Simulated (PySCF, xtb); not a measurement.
Pb(I)(OH) (HIOPb), SMILES [I][Pb][OH] (connectivity only; charge and spin as stated), neutral, multiplicity 1.

GFN2-xTB in xtb at its own geometry gives an orbital gap of 3.17 eV and a dipole moment of 9.31 D.

Geometry: B3LYP-D3(BJ)/def2-SVP. The def2 effective core potentials stand for the cores of I, Pb; spin–orbit coupling is left out. The values are those of a single conformer.

Problem. What does PBE0/def2-TZVPD (PySCF) give? (The exact figures need the calculation; the answer reports its results.)

Solution. gap 4.30 eV (levels -7.13 and -2.84 eV), dipole 5.06 D.
